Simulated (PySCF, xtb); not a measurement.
H3OSi, SMILES [O][SiH3] (connectivity only; charge and spin as stated), charge -1, multiplicity 1.

Harmonic wavenumbers (cm⁻¹) from GFN2-xTB (xtb) at its own minimum, in rising order: 655, 655, 881, 881, 925, 1258, 1673, 1673, 1828.

Q: What does B3LYP-D3(BJ)/def2-TZVPD in PySCF 2.14.0 give at its own minimum? (The exact figures need the calculation; the answer reports its results.)

A: 720, 720, 957, 957, 991, 1090, 1921, 1921, 2005. Paired by order, the mean absolute difference is 132 cm⁻¹ and the zero-point energies are 14.9 and 16.1 kcal/mol.
